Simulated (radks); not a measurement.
The numbers below are computed, except where a source is named.
Radial electron density D(r) = 4 pi r^2 rho(r) of an atom or ion with 18 electrons. Level of theory: scalar-relativistic Kohn-Sham, r2SCAN, spin-polarised, spherical densities, finite nucleus; meta-GGA in the generalised Kohn-Sham scheme; Fermi nuclear charge, rms radius of each element as measured or else 0.836 A^(1/3) + 0.57 fm (a radial shooting solver on a logarithmic mesh with Libxc functionals).

r (bohr)  D(r) (e/bohr)
0.000784          2.756
0.000973          3.944
0.001208          5.608
0.001499          7.916
0.00186           11.07
0.002327          15.50
0.002888          21.12
0.003585          28.30
0.004449          37.10
0.005521          47.37
0.006853          58.54
0.008505          69.53
0.01056           78.76
0.0131            84.44
0.01639           85.27
0.02034           81.71
0.02525           76.93
0.03133           76.01
0.03889           82.97
0.04826           96.14
0.0599            105.9
0.07434           100.1
0.09226           76.42
0.1154            49.09
0.1433            39.64
0.1778            45.63
0.2207            46.00
0.2739            30.61
0.3399            12.12
0.4218            2.615
0.5236           0.2741
0.6498          0.01203

What is the nuclear charge?

Answer. Z = 64. The innermost maximum, from 1s, lies near gamma/Z bohr with gamma = sqrt(1 - (Z/c)^2) = 0.884, here 0.0138 bohr (found: 0.0151), and its height grows with Z. The density is that of the gadolinium ion Gd46+ in [Ar]; the configuration itself is not fixed sharply by these data, and Z only to a few units. D(r) has 3 maxima, at r = 0.0151, 0.0628, 0.200 bohr, and minima at 0.0292, 0.142 bohr, inside which lie 1.95, 10.40 electrons.
